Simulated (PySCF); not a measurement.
**KCl: energy against distance**

Set-up: basis K pcseg-1, Cl pcseg-1; no relativity; PySCF 2.14. Energies in eV from K + Cl in their ground configurations at the same level. State: ¹Σ⁺ (singlet), closed shell.

All columns are BLYP. A positive dipole means K(−)Cl(+).

```
R (Å)  E (eV)   μ (D)  Mulliken charge on K (basis-dependent)  HOMO (eV)  LUMO (eV)  Mayer bond order  ⟨S²⟩
2.310  -3.559   -7.94                                    0.62      -5.05      -1.59              0.68  0.00
2.417  -3.887   -8.52                                    0.65      -5.02      -1.68              0.64  0.00
2.525  -4.066   -9.07                                    0.67      -4.84      -1.78              0.62  0.00
2.605  -4.130   -9.46                                    0.67      -4.72      -1.85              0.60  0.00
2.686  -4.150   -9.84                                    0.68      -4.61      -1.91              0.59  0.00
2.767  -4.138  -10.22                                    0.69      -4.50      -1.98              0.59  0.00
2.874  -4.085  -10.70                                    0.69      -4.37      -2.06              0.58  0.00
3.008  -3.981  -11.30                                    0.70      -4.21      -2.17              0.57  0.00
3.170  -3.823  -11.99                                    0.71      -4.03      -2.29              0.55  0.00
3.384  -3.589  -12.90                                    0.72      -3.83      -2.45              0.52  0.00
```

A fit through these points gives, at Re = 2.692 Å, μ = -9.87 D and dμ/dR = -4.68 D/Å; the reduced mass is 18.43 u.

Task: How strong is the fundamental in the double-harmonic approximation, I = 42.26·(dμ/dR)²/μred km/mol?

Result: I = 42.26·(-4.68)²/18.43 = 50.2 km/mol at BLYP.
